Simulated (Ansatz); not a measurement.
Several settings on one geometry of `[H]/C=C/c1ccc(/C=C/c2cccs2)s1` (that of the charge 0 singlet, r2SCAN-D4/def2-SVP). Ansatz on 4 threads of Intel Xeon 6975P-C on a shared host; times are rough.

```xyz
24

H    -6.774   -0.298    0.459
C    -5.783   -0.058    0.069
C    -4.671   -0.453    0.720
C    -3.307   -0.195    0.306
C    -2.816    0.488   -0.804
C    -1.412    0.531   -0.868
C    -0.784   -0.121    0.196
C     0.612   -0.300    0.491
C     1.645    0.166   -0.266
C     3.045    0.001    0.010
C     4.108    0.468   -0.755
C     5.379    0.144   -0.217
C     5.289   -0.569    0.957
S     3.650   -0.850    1.413
S    -1.984   -0.784    1.269
H    -5.737    0.513   -0.864
H    -4.785   -1.023    1.651
H    -3.471    0.945   -1.550
H    -0.857    1.024   -1.668
H     0.845   -0.859    1.406
H     1.428    0.725   -1.183
H     3.955    1.030   -1.680
H     6.330    0.424   -0.675
H     6.097   -0.948    1.584
```

Totals from different functionals, basis sets or treatments of relativity can't be compared as stabilities.

The 6-31G sets use Cartesian d functions. Correlated methods freeze 22 core orbitals.

The spins typed aren't always the lowest for that charge.

Q: Give the basis size and estimate the energy, ⟨S²⟩, dipole and time of these runs.

| run | method | charge | state | further keys |
| --- | --- | --- | --- | --- |
| 1 | UKS revPBE/6-31G* | 0 | triplet | forces asked |
| 2 | RKS B2PLYP/def2-mTZVP | 0 | singlet | point_charges: [{charge: 0.50, position_ang: [9.851, -0.069, -0.801]}]; scf: {lower_state_search: full}; forces asked |
| 3 | UKS PBE-D3(BJ)-ATM/6-31G | 0 | triplet | scf: {omitted_lower_state_checks: [starts]}; forces asked |

A: 
```
run  functions  energy (Eh)  ⟨S²⟩  dipole (D)  wall time
  1        238   -1259.2685  2.01        1.52        7 s
  2        302   -1258.9784     –        1.83       28 s
  3        154   -1258.4588  2.01        1.76      3.7 s
```

At RKS B2PLYP/def2-mTZVP the restricted singlet is unstable: a solution with broken spin symmetry lies lower.
